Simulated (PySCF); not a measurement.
**How methods differ on the ionisation energy of Pt**

Pt [Xe] 4f14 5d9 6s1 (3D) → Pt⁺ [Xe] 4f14 5d9 (2D), as a difference of total energies. Computed with PySCF 2.14 in def2-QZVPPD with the def2 core potential (60 electrons), with scalar relativity through the core potential. Correlated levels: valence: 5s2 5p6 frozen; valence and next inner shell: nothing frozen outside the core potential. The calculations carry no spin-orbit coupling.

```tsv
method	ionisation energy (eV)	difference from reference (eV)
UHF	7.575	-1.384
LDA	9.727	+0.768
PBE	9.336	+0.377
PBE0	9.047	+0.088
PBEsol	9.403	+0.444
TPSSh	9.056	+0.097
PW91	9.405	+0.446
B3LYP	9.231	+0.272
MP2 (valence)	8.969	+0.010
SCS-MP2 (valence)	8.753	-0.206
MP2 (valence and next inner shell)	9.167	+0.208
SCS-MP2 (valence and next inner shell)	8.905	-0.054
```

Reference: 8.959 eV (measured; NIST Atomic Spectra Database, ionization energies).

The reference lies between the lowest fine-structure levels, while these numbers refer to the centres of the terms.

Errors of the correlated levels include the incompleteness of this basis and the frozen core.
